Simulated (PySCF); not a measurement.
**[TlBr2]+ at several levels of theory**

Computed with PySCF 2.14.0 (density fitting, no spin-orbit coupling) at the geometry relaxed with PBE0:

```xyz
3
[TlBr2]+ (singlet)
Tl    0.0000    0.0000    0.2417
Br    2.4300    0.0000    0.2421
Br   -2.4300    0.0000    0.2421
```

```json
{"level": "PBE0", "basis": "Tl def2-SVP with ECP60, Br def2-SVP", "state": "singlet", "HOMO (eV)": "-14.15", "gap (eV)": "4.45", "charge on Tl1 (e)": "0.78", "dipole about the centre of mass (D)": "0.00", "largest force component (eV/Å)": "0.01"}
{"level": "CAM-B3LYP", "basis": "the same", "state": "singlet", "HOMO (eV)": "-15.40", "gap (eV)": "6.73", "charge on Tl1 (e)": "0.75", "dipole about the centre of mass (D)": "0.00", "largest force component (eV/Å)": "0.05"}
{"level": "PBE0", "basis": "Tl def2-TZVP with ECP60, Br def2-TZVP", "state": "singlet", "HOMO (eV)": "-14.09", "gap (eV)": "4.56", "charge on Tl1 (e)": "1.00", "dipole about the centre of mass (D)": "0.00", "largest force component (eV/Å)": "0.58"}
```

Charges are Mulliken's, which hang on the basis. The relaxation used the grid (50, 194), these runs (75, 302) or, all-electron (x2c bases, spin-free X2C Hamiltonian), (99, 590).

Problem. What does HF with Tl def2-SVP with ECP60, Br def2-SVP give here?

Solution. state singlet, HOMO (eV) -17.02, gap (eV) 10.80, charge on Tl1 (e) 1.00, dipole about the centre of mass (D) 0.00, largest force component (eV/Å) 0.02. Time: 2.4 s on 2 threads of Arm Neoverse V1, with other jobs on the host, from an already converged density.

In the first row's basis the gap widens with exact exchange: 4.5 eV for PBE0 (a fixed share); 6.7 to 10.8 eV for CAM-B3LYP, Hartree–Fock (rising or full at long range).
